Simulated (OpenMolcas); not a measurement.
# O: effect of the level shift or regulariser

```yaml
Program: OpenMolcas
Basis: ANO-RCC-VQZP [5s4p3d2f1g]
Scalar_Hamiltonian: DKH2, point nucleus
Active_space: 4 electrons in 3 orbitals (2p)
State_averaging: 2S+1 = 3 even, 3 roots; 2S+1 = 1 even, 6 roots
Spin-orbit_coupling: state interaction with AMFI integrals over the reference wave functions, term energies averaged over their components
```

Methods on the same reference wave functions:
A. CASSCF
B. SS-CASPT2, IPEA 0.25 Eh, imaginary shift 0.1 Eh (closed shells correlated: 1s 2s)
C. SS-CASPT2, IPEA 0.25 Eh, sigma2 regulariser 0.3 Eh (closed shells correlated: 1s 2s)

Energies in cm⁻¹ above 2s² 2p⁴ ³P₂, the measured ground level; measured values from NIST Handbook of Basic Atomic Spectroscopic Data.

```json
{"Level": "2s² 2p⁴ ³P₂", "A": "0.0", "B": "0.0", "C": "0.0", "Measured": "0.0"}
{"Level": "2s² 2p⁴ ³P₁", "A": "150", "B": "150", "C": "150", "Measured": "158"}
{"Level": "2s² 2p⁴ ³P₀", "A": "224", "B": "224", "C": "224", "Measured": "227"}
{"Level": "2s² 2p⁴ ¹D₂", "A": "17671", "B": "15450", "C": "15450", "Measured": "15868"}
{"Level": "2s² 2p⁴ ¹S₀", "A": "43795", "B": "35090", "C": "35090", "Measured": "33793"}
```

Deviations, from unrounded energies. A percentage is the sum of absolute deviations over the sum of measured energies, with the sign that they share, or ± where signs differ.

```csv
Against measurement,Levels,A,B,C
mean absolute deviation (cm-1),4,3000,430,430
fine structure of the ground term (%),2,-2.8,-2.8,-2.8
other terms of the ground configuration (%),2,+23.8,±3.5,±3.5
```

B, C lie about equally close to measurement and A furthest from it. The largest miss of C in the table is 2s² 2p⁴ ¹S₀, by +1300 cm-1. The ranking rests on the paired levels alone, and a cruder setting can come out closer through cancelling errors.

Between B and C no level of the table moves by more than 5 cm-1.

The two smallest mean deviations differ by little beside CASPT2's spread within terms, so their order carries little weight.

From A to B the spin-free energies of the other terms of 2s² 2p⁴ shown, above ³P, scale by factors of 0.80 to 0.87.

The lowest spin-free term lies below A's lowest term by 0.181 hartree in B, 0.181 hartree in C.

Term energies are means over components that CASPT2 splits; among the terms shown or strongly mixed into the levels shown the widest spread is 110 cm-1 (2s² 2p⁴ ¹D, C). With the s shell closed, the reference lacks s² → p² mixing. Without dynamic correlation excited terms often stand tens of per cent too high (terms of higher spin than the ground term too low), and those without a measured partner can miss by more than the paired ones (holds for A). Computed and measured levels are paired by configuration, term and J; levels that our copy of the source lacks, or whose pairing is in doubt (as where it misses far off the trend of its configuration), stay unpaired and out of the deviations. Levels of configurations outside the active space are missing.
